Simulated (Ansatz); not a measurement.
Complex: C2H4 (SMILES C=C) (first 6 atoms) with H2S (SMILES S); geometry from B3LYP-D3(BJ)/def2-TZVP.
(charge 0, multiplicity 1):
```xyz
9

C     -0.173    -0.673     0.005
C     -0.052     0.640     0.142
H     -1.137    -1.165     0.055
H      0.686    -1.311    -0.164
H      0.912     1.131     0.092
H     -0.912     1.277     0.311
S      0.453    -0.460     3.971
H      0.266    -0.313     2.647
H     -0.860    -0.359     4.231
```

Interaction energies are E(AB) − E(A) − E(B) at the monomers' geometry in the complex; basis-set methods are counterpoise corrected.

Correlated levels freeze the cores.

Codes used: Ansatz (Gaussian orbitals). Each number belongs to the level named beside it.

Problem. What interaction energy does B97M-V/def2-TZVPPD give?

Solution. -7 kJ/mol

Ansatz is a program for electronic structure.
